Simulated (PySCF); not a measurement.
PySCF input (TPSSh/def2-TZVPD):

```python
from pyscf import gto, scf, dft

mol = gto.M(
    atom='''
    Ge    0.01486516    0.01335931    1.33008905
    I     1.08853820   -1.84321149   -0.39527948
    I    -1.09751339    1.83514549   -0.40779315
    ''',
    basis='def2-tzvpd',
    ecp='def2-tzvp',
    charge=-1,
    spin=1,
    verbose=4,
)

mf = dft.UKS(mol, xc='tpssh').density_fit(auxbasis='def2-universal-jkfit')
mf.grids.level = 3
mf.conv_tol = 1e-9
mf.max_cycle = 100
mf.max_memory = 1500
mf.kernel()
if not mf.converged:
    mf = mf.newton()
    mf.kernel(mf.make_rdm1())
for _ in range(2):
    mo, _, stable, _ = mf.stability(return_status=True)
    if stable:
        break
    mf.kernel(mf.make_rdm1(mo, mf.mo_occ))
mf.analyze()
```

End of the output:

```
Extra cycle  E= -2672.35649911276  delta_E= 7e-11  |g|= 1.47e-05  |ddm|= 3.68e-05
converged SCF energy = -2672.35649911276  <S^2> = 0.75480985  2S+1 = 2.0048041
uhf_internal: lowest eigs of H = [0.10261764 0.13498761 0.21420163]
<class 'pyscf.df.df_jk.DFUKS'> wavefunction is stable in the internal stability analysis
**** SCF Summaries ****
Total Energy =                       -2672.356499112757774
Nuclear Repulsion Energy =             384.893751519177499
One-electron Energy =                -4713.984127449775769
Two-electron Energy =                 1656.733876817840383
Two-electron Coulomb Energy =         1780.167747063441766
DFT Exchange-Correlation Energy =     -123.433870245601454
HOMO-LUMO gap [eV] =                     2.002623623873308
**** MO energy ****
                             alpha | beta                alpha | beta
MO #1   energy= -398.317096343258  | -398.316020032942  occ= 1 | 1
MO #2   energy= -49.4289360609745  | -49.4287861165952  occ= 1 | 1
MO #3   energy= -43.9216304684475  | -43.9213868887892  occ= 1 | 1
MO #4   energy= -43.9213429392863  | -43.9211150034122  occ= 1 | 1
MO #5   energy= -43.9205424604034  | -43.9186660988162  occ= 1 | 1
MO #6   energy= -6.57997277977076  | -6.57985193857133  occ= 1 | 1
MO #7   energy= -6.57996351963724  | -6.5798426765224   occ= 1 | 1
MO #8   energy= -5.99480439923141  | -5.99343068689768  occ= 1 | 1
MO #9   energy= -4.61279018922552  | -4.61282632382789  occ= 1 | 1
MO #10  energy= -4.61278085971234  | -4.61281698970807  occ= 1 | 1
MO #11  energy= -4.60794117479693  | -4.60790727726315  occ= 1 | 1
MO #12  energy= -4.60793477453545  | -4.6078987855623   occ= 1 | 1
MO #13  energy= -4.60793241501448  | -4.60758063898183  occ= 1 | 1
MO #14  energy= -4.60792628763086  | -4.60757189198844  occ= 1 | 1
MO #15  energy= -4.16198006050184  | -4.16154728296337  occ= 1 | 1
MO #16  energy= -4.16096894363033  | -4.16057726292555  occ= 1 | 1
MO #17  energy= -4.15765233840809  | -4.15338584687378  occ= 1 | 1
MO #18  energy= -1.68629835678071  | -1.68630473559263  occ= 1 | 1
MO #19  energy= -1.68629146018016  | -1.68629830561971  occ= 1 | 1
MO #20  energy= -1.68473445193126  | -1.68479122566459  occ= 1 | 1
MO #21  energy= -1.68472508121126  | -1.68477932185293  occ= 1 | 1
MO #22  energy= -1.68471921731799  | -1.68448147740139  occ= 1 | 1
MO #23  energy= -1.68471420494644  | -1.68446806251749  occ= 1 | 1
MO #24  energy= -1.68060629788701  | -1.68031548699218  occ= 1 | 1
MO #25  energy= -1.68060015820869  | -1.68030792727403  occ= 1 | 1
MO #26  energy= -1.68059923311549  | -1.68030719640166  occ= 1 | 1
MO #27  energy= -1.6805932585111   | -1.68030094770328  occ= 1 | 1
MO #28  energy= -0.995703019372281 | -0.995387114485164 occ= 1 | 1
MO #29  energy= -0.995344981413667 | -0.994982557971728 occ= 1 | 1
MO #30  energy= -0.992631596391659 | -0.988862652136306 occ= 1 | 1
MO #31  energy= -0.991829512446247 | -0.988082370437705 occ= 1 | 1
MO #32  energy= -0.991191080374047 | -0.986463309654895 occ= 1 | 1
MO #33  energy= -0.496139550229434 | -0.494204291419766 occ= 1 | 1
MO #34  energy= -0.485668634656882 | -0.484815759946977 occ= 1 | 1
MO #35  energy= -0.297365785172914 | -0.272102798553149 occ= 1 | 1
MO #36  energy= -0.138252103531606 | -0.136111726340907 occ= 1 | 1
MO #37  energy= -0.115946908984245 | -0.112878817381796 occ= 1 | 1
MO #38  energy= -0.109962691182891 | -0.10147914663737  occ= 1 | 1
MO #39  energy= -0.0939130663280902 | -0.0905895458750227 occ= 1 | 1
MO #40  energy= -0.0854355546119072 | -0.0852611597569145 occ= 1 | 1
MO #41  energy= -0.0830579803179684 | -0.077548632431589 occ= 1 | 1
MO #42  energy= -0.00260968223056704 | 0.0709853791309309 occ= 1 | 0
MO #43  energy= 0.0777544089983697 | 0.0859284853208842 occ= 0 | 0
MO #44  energy= 0.0925495738783842 | 0.0971419125658519 occ= 0 | 0
MO #45  energy= 0.12002461478315   | 0.122224764737415  occ= 0 | 0
MO #46  energy= 0.120393559532336  | 0.123900511324119  occ= 0 | 0
MO #47  energy= 0.128766006644688  | 0.131841133417855  occ= 0 | 0
MO #48  energy= 0.131015791099072  | 0.131998516644097  occ= 0 | 0
MO #49  energy= 0.134455779542671  | 0.135248664992954  occ= 0 | 0
MO #50  energy= 0.136998890476101  | 0.13772106688484   occ= 0 | 0
MO #51  energy= 0.155959337301328  | 0.161629470159595  occ= 0 | 0
MO #52  energy= 0.203075676347687  | 0.20887355338799   occ= 0 | 0
MO #53  energy= 0.205586238952657  | 0.209331961703985  occ= 0 | 0
MO #54  energy= 0.212430498651046  | 0.213265139544397  occ= 0 | 0
MO #55  energy= 0.213856090520837  | 0.21716989862944   occ= 0 | 0
MO #56  energy= 0.2198308555976    | 0.226605963296248  occ= 0 | 0
MO #57  energy= 0.240567457786347  | 0.243339729407801  occ= 0 | 0
MO #58  energy= 0.241697184736745  | 0.244577720412008  occ= 0 | 0
MO #59  energy= 0.243340197283945  | 0.250403580885522  occ= 0 | 0
MO #60  energy= 0.253421634079183  | 0.261309061660035  occ= 0 | 0
MO #61  energy= 0.258028372498082  | 0.265223723314546  occ= 0 | 0
MO #62  energy= 0.264812278085306  | 0.265299278640794  occ= 0 | 0
MO #63  energy= 0.275262594425455  | 0.277231121571096  occ= 0 | 0
MO #64  energy= 0.282301016323221  | 0.285351234411799  occ= 0 | 0
MO #65  energy= 0.284146203364126  | 0.285879085577211  occ= 0 | 0
MO #66  energy= 0.296377132586715  | 0.297025398181256  occ= 0 | 0
MO #67  energy= 0.300189738358505  | 0.305639602445042  occ= 0 | 0
MO #68  energy= 0.313049024458984  | 0.31458385358174   occ= 0 | 0
MO #69  energy= 0.388555518600523  | 0.390607618729719  occ= 0 | 0
MO #70  energy= 0.397043555830309  | 0.39973054943517   occ= 0 | 0
MO #71  energy= 0.422138748962981  | 0.423743989628717  occ= 0 | 0
MO #72  energy= 0.422569071643708  | 0.425793960733136  occ= 0 | 0
MO #73  energy= 0.424067412581566  | 0.433992483532908  occ= 0 | 0
MO #74  energy= 0.431978909069645  | 0.438927308234019  occ= 0 | 0
MO #75  energy= 0.436468220501879  | 0.448496581289853  occ= 0 | 0
MO #76  energy= 0.436809968943419  | 0.456383760535457  occ= 0 | 0
MO #77  energy= 0.459585282243716  | 0.460181146873314  occ= 0 | 0
MO #78  energy= 0.489216388516154  | 0.4909684183177    occ= 0 | 0
MO #79  energy= 0.496733017511668  | 0.498906296667176  occ= 0 | 0
MO #80  energy= 0.503478927164315  | 0.504916676480362  occ= 0 | 0
MO #81  energy= 0.514613201545703  | 0.515584064980966  occ= 0 | 0
MO #82  energy= 0.522912721162678  | 0.523865057101005  occ= 0 | 0
MO #83  energy= 0.54271711828604   | 0.546589284925533  occ= 0 | 0
MO #84  energy= 0.544472541079171  | 0.559618484058435  occ= 0 | 0
MO #85  energy= 0.553946271518134  | 0.561012754839034  occ= 0 | 0
MO #86  energy= 0.558176651996606  | 0.569610982654959  occ= 0 | 0
MO #87  energy= 0.583998335668654  | 0.60014921129325   occ= 0 | 0
MO #88  energy= 0.594680146500451  | 0.600215226769291  occ= 0 | 0
MO #89  energy= 0.596436072206725  | 0.622397507986093  occ= 0 | 0
MO #90  energy= 0.64528923488041   | 0.648664577222219  occ= 0 | 0
MO #91  energy= 0.667213459944575  | 0.673612528508927  occ= 0 | 0
MO #92  energy= 0.685379945044014  | 0.692803869441446  occ= 0 | 0
MO #93  energy= 0.695506136979475  | 0.700518347885518  occ= 0 | 0
MO #94  energy= 0.851393548304486  | 0.859575347565435  occ= 0 | 0
MO #95  energy= 0.890569744242577  | 0.897722174925991  occ= 0 | 0
MO #96  energy= 0.957973670848019  | 0.959281592626285  occ= 0 | 0
MO #97  energy= 0.980754965469595  | 0.986994680999972  occ= 0 | 0
MO #98  energy= 0.984367316087534  | 0.990588537525787  occ= 0 | 0
MO #99  energy= 0.995556170945251  | 1.00068358186332   occ= 0 | 0
MO #100 energy= 0.999936925821183  | 1.00482910302625   occ= 0 | 0
MO #101 energy= 1.01475538765184   | 1.02287780504986   occ= 0 | 0
MO #102 energy= 1.03032057243734   | 1.0324769777217    occ= 0 | 0
MO #103 energy= 1.03149525803575   | 1.03299204781072   occ= 0 | 0
MO #104 energy= 1.03181115888996   | 1.0338481527837    occ= 0 | 0
[...]
```
